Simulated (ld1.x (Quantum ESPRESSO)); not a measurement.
Zr, RRKJ: configuration errors across variants

* Element: zirconium
* Generator: ld1.x (Quantum ESPRESSO) 7.5
* Type: norm-conserving RRKJ (Kleinman–Bylander form)
* Functional: LDA (PZ)
* Relativity: fully relativistic
* Frozen core: [Ar] 3d10
* Valence charge: 12
* Reference configuration: 4s2 4p6 4d2 5s1.75 5p0.25
* Partial waves: 4s (bound): rc 2.10 bohr; 4p (bound): rc 1.85 bohr; 4d (bound): rc 2.00 bohr
* Local potential: all-electron potential smoothed inside 1.45 bohr (lloc = -2)
* Core correction: none

Open shells are filled in proportion to 2j + 1 (rel_dist='average').

Occupied shells without a wave of their own: 5p, 5s. They enter only through the test configuration that unscreens the potential.

All-electron excitation energies from the reference (eV): (1) 4s2 4p6 4d2 5s2 5p0 -0.764; (2) 4s2 4p6 4d2 5s1 5p0 6.587; (3) 4s2 4p6 4d2 5s0 5p0 19.829; (4) 4s2 4p6 4d3 5s1 5p0 0.460; (5) 4s2 4p6 4d1 5s0 5p0 42.646; (6) 4s2 4p5 4d2 5s2 5p0 37.328; (7) 4s2 4p6 4d2.5 5s1.5 5p0 -0.238.

For the base: The 5p, 5s levels have no wave, so the channel is fitted at the deeper level alone: the likely source of the large errors.

The file “base” misses its own reference levels by 0.5 eV. The file “all radii scaled by about 0.87 (s 1.84, p 1.62, d 1.74 bohr); local potential all-electron potential smoothed inside 1.26 bohr (lloc = -2)” misses its own reference levels by 0.3 eV. The file “all radii scaled by about 0.94 (s 1.98, p 1.74, d 1.88 bohr); local potential all-electron potential smoothed inside 1.36 bohr (lloc = -2)” misses its own reference levels by 0.5 eV. The file “all radii scaled by about 1.04 (s 2.18, p 1.92, d 2.08 bohr); local potential all-electron potential smoothed inside 1.50 bohr (lloc = -2)” misses its own reference levels by 0.6 eV. The file “all radii scaled by about 1.12 (s 2.34, p 2.06, d 2.24 bohr); local potential all-electron potential smoothed inside 1.62 bohr (lloc = -2)” misses its own reference levels by 0.5 eV. The file “all radii scaled by about 1.27 (s 2.66, p 2.34, d 2.54 bohr); local potential all-electron potential smoothed inside 1.84 bohr (lloc = -2)” misses its own reference levels by 2.0 eV. The file “all radii scaled by about 1.39 (s 2.92, p 2.56, d 2.78 bohr); local potential all-electron potential smoothed inside 2.02 bohr (lloc = -2)” misses its own reference levels by 0.8 eV.

Errors AE − PS in meV (a dash: test not solved or not reliable):

| change | (1) | (2) | (3) | (4) | (5) | (6) | (7) | bound ghosts |
| --- | --- | --- | --- | --- | --- | --- | --- | --- |
| base | +126 | -512 | -1570 | -321 | -2289 | +354 | -117 | not determined |
| all radii scaled by about 0.76 (s 1.60, p 1.42, d 1.52 bohr); local potential all-electron potential smoothed inside 1.10 bohr (lloc = -2) | +31 | -135 | -405 | -81 | -597 | +106 | -31 | not determined |
| all radii scaled by about 0.87 (s 1.84, p 1.62, d 1.74 bohr); local potential all-electron potential smoothed inside 1.26 bohr (lloc = -2) | +77 | -318 | -970 | -196 | -1427 | +238 | -72 | not determined |
| all radii scaled by about 0.94 (s 1.98, p 1.74, d 1.88 bohr); local potential all-electron potential smoothed inside 1.36 bohr (lloc = -2) | +108 | -440 | -1349 | -275 | -1976 | +311 | -101 | not determined |
| all radii scaled by about 1.04 (s 2.18, p 1.92, d 2.08 bohr); local potential all-electron potential smoothed inside 1.50 bohr (lloc = -2) | +140 | -548 | -1692 | -347 | -2464 | +371 | -124 | none |
| all radii scaled by about 1.12 (s 2.34, p 2.06, d 2.24 bohr); local potential all-electron potential smoothed inside 1.62 bohr (lloc = -2) | +108 | -488 | -1482 | -301 | -2161 | +294 | -114 | none |
| all radii scaled by about 1.27 (s 2.66, p 2.34, d 2.54 bohr); local potential all-electron potential smoothed inside 1.84 bohr (lloc = -2) | +467 | -1845 | -5470 | -1158 | -7714 | +546 | -390 | none |
| all radii scaled by about 1.39 (s 2.92, p 2.56, d 2.78 bohr); local potential all-electron potential smoothed inside 2.02 bohr (lloc = -2) | +193 | -702 | -2146 | -460 | -3015 | +368 | -159 | none |

Question: Give the same row for: all radii scaled by about 1.19 (s 2.50, p 2.20, d 2.38 bohr); local potential all-electron potential smoothed inside 1.72 bohr (lloc = -2).

Answer: +3.0, -57, -197, -17, -332, +79, -11; bound ghosts: none.
